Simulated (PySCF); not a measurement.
Species: C3H6O3Si.
SMILES: `C=CO[SiH2]C(=O)O`

Torsions of this conformer, `[CH2:1]=[CH:2][O:3][SiH2:4][C:5](=[O:6])[OH:7]`: C1–C2–O3–Si4 156°, C2–O3–Si4–C5 47°, O3–Si4–C5–O6 -24°, H–O7–C5–Si4 178°.

The closed-shell ground state was solved at several levels (PySCF, density fitting, gas phase, non-relativistic). Isolated species at its PBE0-D3(BJ)/def2-SVP geometry (one conformer only).

```tsv
level	basis functions	HOMO (eV)	LUMO (eV)	gap (eV)	dipole (D)
PBE0/pcSseg-1	156	-6.92	-0.84	6.08	1.87
wB97X-D/pcSseg-2	343	-8.82	0.86	9.68	1.83
```

Problem. What might CAM-B3LYP/def2-SVPD (201 basis functions) give for the same quantities?

Solution. HOMO -8.32 eV, LUMO 0.10 eV, gap 8.42 eV, dipole 1.81 D.

Problem. Over all these levels, which gives the widest orbital gap and which the narrowest?

Solution. wB97X-D/pcSseg-2 (range-separated hybrid) has the widest, 9.68 eV, and PBE0/pcSseg-1 (global hybrid, 25 % exact exchange) the narrowest, 6.08 eV. Functional and basis both differ between the two, so the spread mixes both effects.

Problem. How far do the dipole and the HOMO energy spread over the levels?

Solution. The dipole runs from 1.81 to 1.87 D (mean 1.84 D) and the HOMO from -8.82 to -6.92 eV.
